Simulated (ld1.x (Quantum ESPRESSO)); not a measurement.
**Before and after: TM potential for Rb**

rubidium (Rb), norm-conserving Troullier–Martins (Kleinman–Bylander form), made with ld1.x (Quantum ESPRESSO) 7.5 (LDA (PZ), scalar-relativistic). Core [Ar] 3d10, reference 4s2 4p6 5s1 5p0. Waves: 4s (bound): rc 2.10 bohr; 4p (bound): rc 1.65 bohr; 4f channel at -0.2 Ry: rc 1.90 bohr; 4d channel at 0.05 Ry: rc 2.30 bohr. Local part: the d channel. Core correction: none.

Occupied shells without a wave of their own: 5s. They enter only through the test configuration that unscreens the potential.

Change: type RRKJ; local potential the s channel; rho0 0.02.

Cutoffs: the cutoffs (Ry, on a coarse ladder) from which the occupation-weighted sum of valence levels, in a spherical-Bessel basis at the reference potential, stays within 10 and 1 mRy of its value at 400 Ry; they do not see the model core or the augmentation charge, which bear on the density cutoff. Errors are all-electron minus pseudo energies relative to the spin-unpolarised reference configuration.

Predict the effect on cutoff, ghosts and configuration errors.

The potential gets neither clearly harder nor softer (35 Ry and 70 Ry → 45 Ry and 60 Ry); the miss of the reference levels goes from 0.02 to 0.18 eV; the number of tests that count goes from 7 to 6; of the 6 tests that both files solve, the error grows in 6 and shrinks in 0 by more than 15 % and 0.3 meV (median size 13.7 → 108.1 meV); the range in which the s phases agree narrows (upper end 0.8 → -0.2); the range in which the p phases agree narrows (upper end 2.0 → 0.8); neither file shows a bound ghost at the reference potential, the only one tested. Several settings change at once here, so the effects cannot be laid on one of them.

| quantity | base | changed |
| --- | --- | --- |
| cutoff, loose | 35 Ry | 45 Ry |
| cutoff, tight | 70 Ry | 60 Ry |
| loose cutoff by channel (10 mRy a level) | s 18 Ry, p 25 Ry | p 35 Ry, s 18 Ry |
| bound ghosts | none | none |
| largest miss of a reference level, eV | 0.02 | 0.18 |
| tests counted (converged, no solver errors) | 7 of 7 | 6 of 7 |
| error for 4s2 4p6 5s0 5p0, meV [ΔE 4.28 eV] | -27 | -304 |
| error for 4s2 4p6 5s0.5 5p0, meV [ΔE 1.66 eV] | -10 | -118 |
| error for 4s2 4p5 5s1 5p0, meV [ΔE 21.24 eV] | +17 | +99 |
| error for 4s1 4p6 5s1 5p0, meV [ΔE 37.84 eV] | -46 | +88 |
| error for 4s2 4p6 5s1 5p0 (spin-polarised), meV [ΔE -0.13 eV] | +0.4 | +1.7 |
| error for 4s2 4p6 5s0.5 5p0 (spin-polarised), meV [ΔE 1.62 eV] | -10 | -118 |
| s: phases at 2.51 bohr within 0.05 rad from the reference energy up to (Ry; the scan ends near 5) | 0.8 | -0.2 |
| p: phases at 2.51 bohr within 0.05 rad from the reference energy up to (Ry; the scan ends near 5) | 2.0 | 0.8 |
| d: phases at 2.51 bohr within 0.05 rad from the reference energy up to (Ry; the scan ends near 5) | 4.6 | 2.9 |
| f: phases at 2.51 bohr within 0.05 rad from the reference energy up to (Ry; the scan ends near 5) | to the end of the scan | 1.7 |

Changed file: Tests not counted: 4s2 4p6 5s0 5p1 (pseudo-atom not self-consistent, printed error +48.5 eV). The 5s level has no wave, so the channel is fitted at the deeper level alone: the likely source of the large errors.
